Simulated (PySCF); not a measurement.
**Checking a proposed structure**

A compound C4H8N2Si2 gives the data below (simulated from a calculation) and was assigned the structure `CC1=C[SiH2]N[Si@H]1C#N`.

¹³C{¹H} NMR (computed): δ 173.9 (CH2), 159.0 (CH), 125.6 (CH), 122.7 (C).

¹H NMR (400 MHz, computed): δ 8.71 (m, 1H), 8.70 (m, 1H), 7.11 (m, 1H), 5.97 (d, 1H), 5.36 (t, 2H), 4.28 (m, 2H).

PySCF calculation with GIAO PBE0/pcSseg-1 shieldings and GFN2-xTB geometry; isolated molecule, one conformer, fast rotation and ring inversion assumed for equivalent nuclei, non-relativistic Hamiltonian.

Scale: TMS for ¹H (σref 31.72), ¹³C (σref 186.93) (reference shieldings calculated alike).

(1) Compare with the shifts computed for the proposed structure, pairing carbons in order of shift.

(2) Which isomer fits?

Answers

(1) Structure with atom numbers: `[CH3:1][C:2]1=[CH:3][SiH2:4][NH:5][Si@H:6]1[C:7]#[N:8]`; H(Xn) means a hydrogen on atom n.

| atom | computed for proposal | given list | difference |
| --- | --- | --- | --- |
| C2 | 165.9 | 173.9 | -8.0 |
| C3 | 148.2 | 159.0 | -10.8 |
| C7 | 125.7 | 125.6 | +0.1 |
| C1 | 26.8 | 122.7 | -95.9 |

The rms difference is 48.4 ppm and the largest -95.9 ppm at C1 (allylic methyl carbon). The carbon types in order of shift don't match either: C, CH, C, CH3 for the proposal against CH2, CH, CH, C in the data. The proposal doesn't fit.

(2) SMILES C=N[SiH2][SiH2]/C=C/C#N.

- Carbon types of the structure: 1 × C, 2 × CH, 1 × CH2, leaving 4 H on heteroatoms.
- δC 173.9: C=N carbon.
- δC 159.0, 125.6: alkene CH; as expected for a trigonal carbon in a double bond.
- δC 122.7: nitrile carbon; typical of a nitrile.
- δH 8.71, 8.70: hydrogen on a C=N carbon.

Other isomers checked: CN[SiH2]C#C[SiH2]C#N (rms 56.1 ppm).

The data come from this structure; uniqueness wasn't tested.

Shifts are as computed. Against solution values, carbons near 30 ppm lie about +3 ppm off and those near 130 ppm about +5 ppm. Of 1309 compounds with measured shifts, 239 miss one by over three times the rms of a fit or turn the order of signals round; such compounds aren't used in these exercises. Multiplicities follow the n + 1 count of equivalent neighbours, as no J values were calculated; m marks all less simple cases, F and P coupling included.
